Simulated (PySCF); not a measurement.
Input file for PySCF: R-MP2/6-31G* on C9H12 (SMILES CCCc1ccccc1).

```python
from pyscf import gto, scf, dft, mp
from pyscf.data.elements import chemcore

mol = gto.M(
    atom='''
    C     2.36933753    0.52618498   -0.69126449
    C     2.06089880   -0.78821724    0.01865128
    C     1.00445374   -0.65316179    1.12793819
    C    -0.34635791   -0.22643210    0.61458329
    C    -0.79059343    1.08780657    0.74913373
    C    -2.02129756    1.48443782    0.23806353
    C    -2.83155782    0.56721389   -0.41886191
    C    -2.40247649   -0.74839664   -0.55779583
    C    -1.17225850   -1.13792791   -0.04534309
    H     2.73399757    1.27650150    0.01507087
    H     1.48015704    0.93273303   -1.17537225
    H     3.13522620    0.38903523   -1.45652236
    H     2.97681061   -1.19216971    0.45929012
    H     1.71620445   -1.52676765   -0.71092232
    H     0.90982161   -1.61297056    1.64274244
    H     1.35618373    0.06887763    1.86980265
    H    -0.16389900    1.80888168    1.26023657
    H    -2.34703197    2.51039201    0.35461239
    H    -3.79094897    0.87259162   -0.81601536
    H    -3.02939133   -1.47239680   -1.06290159
    H    -0.84727833   -2.16621553   -0.15513165
    ''',
    basis='6-31g*',
    cart=True,
    charge=0, spin=0, verbose=3, max_memory=1800)
mf = scf.RHF(mol)
mf.conv_tol = 1e-8
mf.max_cycle = 100
mf.kernel()
if not mf.converged:
    mf = mf.newton().run(mf.mo_coeff, mf.mo_occ)
pt = mp.MP2(mf, frozen=chemcore(mol)).run()
```

Program output:

```
converged SCF energy = -347.808040835759
E(RMP2) = -348.961399031454  E_corr = -1.15335819569493
E(SCS-RMP2) = -348.934403860098  E_corr = -1.12636302433886
```

The calculation finished and met its thresholds.

Cost: around 16 core-seconds (rough).
